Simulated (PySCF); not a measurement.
C3H5FSSi.
Bonds: F1–C2, C2–C3, C3–C4 (double), C4–Si5, Si5–S6, C3–S6. Hydrogens: H7, H8 on C2; H9 on C4; H10, H11 on Si5.

Definitions: NICS(0) = −σiso at the ring centroid; NICS(1) = −σiso and NICS(1)zz = −σzz at ±1 Å along the ring normal z. Level: GIAO PBE0/pcSseg-1 (PySCF, non-relativistic, gas phase) on the GFN2-xTB geometry, one conformer.

Ring bond lengths (Å), with Mayer bond orders in brackets: C3–C4 1.344 (1.71), C4–Si5 1.869 (0.94), Si5–S6 2.226 (0.83), S6–C3 1.767 (1.06).

Q: What do the NICS probes read (ppm)?

A: 
```tsv
ring	type	NICS(0)	NICS(1), two faces	NICS(1)zz, two faces	rms pucker (Å)	centre to ring atoms, mean (Å)
C3–C4–Si5–S6	4-membered ring with S and Si; formal bonds 1 double, 3 single	-0.9	-0.7 / -0.7	7.1 / 7.1	0.00	1.26
```

Q: What can be read from them?

A: 
- C3–C4–Si5–S6: mean NICS(1)zz 7.1 ppm, deshielded. Si5 has four or more neighbours, so the value isn't read as a sign of a π ring current.

Q: At the first NICS(1) probe listed for ring C3–C4–Si5–S6, 1 Å off the ring, what do the in-plane components average?

A: The isotropic value is a third of the trace: (3 × -0.7 − (7.1))/2 = -4.6 ppm.

Conformer computed: `[F:1][CH2:2][C:3]1=[CH:4][SiH2:5][S:6]1`: F1–C2–C3–C4 0°.
